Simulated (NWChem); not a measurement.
Species: SiHSeClF₂; SMILES F[Si](F)(Cl)[SeH]

```xyz
6

F     -1.3088     0.9203    -1.2737
Si    -0.3945     0.5734     0.0000
F     -1.3088     0.9203     1.2737
Cl     1.2375     1.7815     0.0000
Se     0.2912    -1.5556     0.0000
H     -1.0988    -2.0450     0.0000
```
Atoms are numbered in this order, from 1.

Level: PBE0/def2-SVP (NWChem), optimised geometry, unscaled harmonic frequencies. This build's default masses of Se (78.918 u) and Br (79.917 u) are each other's, which moves their modes by up to 0.6 %.

### Question
List the harmonic frequencies with IR intensities, and the thermochemistry.

### Answer
```csv
frequency (cm⁻¹),IR intensity (km/mol)
115,6.5
125,0.6
199,6.4
246,6.1
247,19.4
294,15.7
439,47.0
610,205.5
681,52.5
910,171.9
971,131.9
2445,1.8
```

- zero-point energy: 10.4 kcal/mol
- thermal correction to the enthalpy at 298.15 K (with zero-point energy): 15.3 kcal/mol
- heat capacity Cv: 21.0 cal/(mol K)
- entropy at 298.15 K and 1 atm (symmetry number 1): 85.5 cal/(mol K)
- dipole moment: 1.39 D

Rigid rotor and harmonic oscillator.
